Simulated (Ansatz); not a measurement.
The inner images of a band of C2H7BO (11 atoms, charge 0, multiplicity 1) are given out of order.

Method: RKS LDA/def2-SVP (Ansatz 0.2.0).

Initial state:

```xyz
11
Properties=species:S:1:pos:R:3
B -0.908 1.173 -0.431
C -0.189 -0.134 -0.265
C 0.613 -0.513 0.939
O -0.372 -1.139 -1.149
H -1.548 1.369 -1.447
H -0.752 2.014 0.437
H 0.434 0.858 -0.809
H 0.017 -1.217 1.559
H 0.864 0.365 1.565
H 1.561 -1.035 0.662
H 0.345 -1.797 -1.039
```

Final state:

```xyz
11
Properties=species:S:1:pos:R:3
B -0.768 1.071 -0.450
C -0.083 -0.230 -0.163
C 0.709 -0.550 1.055
O -0.126 -1.279 -0.997
H -1.376 1.159 -1.511
H -0.737 1.965 0.375
H 0.552 0.851 -0.737
H 0.112 -1.247 1.682
H 0.924 0.358 1.651
H 1.655 -1.075 0.800
H -0.796 -1.079 -1.685
```

**Question.** Put them in order from the first end to the last, with their energies above the first end.
A.
```xyz
11
Properties=species:S:1:pos:R:3
B -0.713 1.087 -0.546
C -0.089 -0.227 -0.174
C 0.530 -0.517 1.150
O -0.064 -1.348 -0.928
H -1.280 1.220 -1.621
H -0.595 2.015 0.236
H 0.638 0.715 -0.740
H -0.187 -1.133 1.734
H 0.741 0.407 1.721
H 1.455 -1.119 1.024
H -0.370 -1.156 -1.835
```
B.
```xyz
11
Properties=species:S:1:pos:R:3
B -0.788 1.113 -0.502
C -0.108 -0.192 -0.180
C 0.547 -0.502 1.127
O -0.221 -1.361 -0.893
H -1.402 1.252 -1.547
H -0.574 2.061 0.238
H 0.621 0.622 -0.772
H -0.155 -1.131 1.715
H 0.777 0.410 1.711
H 1.467 -1.105 0.969
H -0.097 -1.223 -1.846
```
C.
```xyz
11
Properties=species:S:1:pos:R:3
B -0.887 1.169 -0.422
C -0.164 -0.139 -0.246
C 0.602 -0.517 0.987
O -0.452 -1.152 -1.110
H -1.544 1.322 -1.435
H -0.681 2.065 0.377
H 0.488 0.753 -0.818
H -0.041 -1.170 1.617
H 0.860 0.378 1.590
H 1.539 -1.083 0.777
H 0.346 -1.683 -1.298
```
D.
```xyz
11
Properties=species:S:1:pos:R:3
B -0.866 1.159 -0.430
C -0.139 -0.147 -0.221
C 0.591 -0.512 1.041
O -0.486 -1.206 -1.032
H -1.520 1.288 -1.449
H -0.628 2.094 0.315
H 0.550 0.648 -0.819
H -0.080 -1.147 1.660
H 0.845 0.390 1.638
H 1.520 -1.098 0.863
H 0.278 -1.526 -1.544
```
E.
```xyz
11
Properties=species:S:1:pos:R:3
B -0.840 1.140 -0.456
C -0.118 -0.162 -0.199
C 0.572 -0.503 1.089
O -0.412 -1.297 -0.943
H -1.483 1.268 -1.484
H -0.590 2.095 0.263
H 0.605 0.585 -0.803
H -0.118 -1.133 1.691
H 0.818 0.401 1.682
H 1.493 -1.104 0.923
H 0.139 -1.346 -1.743
```

**Answer.** C (+1.4 kcal/mol), D (+4.6 kcal/mol), E (+6.7 kcal/mol), B (+3.7 kcal/mol), A (-1.7 kcal/mol).

Time of the run: 39 s on 1 thread of Intel(R) Xeon(R) 6975P-C (Granite Rapids), with other jobs on the host, peak memory 0.14 GiB.
